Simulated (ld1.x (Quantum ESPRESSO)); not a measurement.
**Ranking RRKJ potentials for Be**

All share these settings but for the change named:

```
Element                 : beryllium
Generator               : ld1.x (Quantum ESPRESSO) 7.5
Type                    : norm-conserving RRKJ (Kleinman–Bylander form)
Functional              : PBE
Relativity              : non-relativistic
Frozen core             : none
Valence charge          : 4
Reference configuration : 1s2 2s1.75 2p0.25
Partial waves           : 1s (bound): rc 0.40 bohr; 2p (bound): rc 2.55 bohr; 3d channel at 0.05 Ry: rc 2.05 bohr
Local potential         : the d channel
Core correction         : none
```

Occupied shells without a wave of their own: 2s. They enter only through the test configuration that unscreens the potential.

Test errors are all-electron minus pseudo excitation energies from the reference, over 1s2 2s2 2p0; 1s2 2s1 2p0; 1s2 2s0 2p0; 1s2 2s1.5 2p0; 1s2 2s1 2p1; 1s1 2s2 2p0; 1s2 2s0 2p1. None of these files shows a bound ghost.

The base gives 803.2 meV.

Of 6 variants that were run, those that failed, showed a ghost or another fault, or gave nearly equal values are left out.

A variant can come out equal or close to the base, since the largest error may sit in a test that the change hardly touches while other tests move.

Task: Rank these variants by their largest absolute test error, smallest first.
A. wave 3d channel at 0.05 Ry: rc 2.05 bohr becomes 3d channel at 1.21 Ry: rc 2.05 bohr
B. wave 3d channel at 0.05 Ry: rc 2.05 bohr becomes 3d channel at 2.49 Ry: rc 2.05 bohr
C. wave 3d channel at 0.05 Ry: rc 2.05 bohr becomes 3d channel at 0.47 Ry: rc 2.05 bohr

Result: B (508.3 meV), A (651.0 meV), C (744.2 meV).
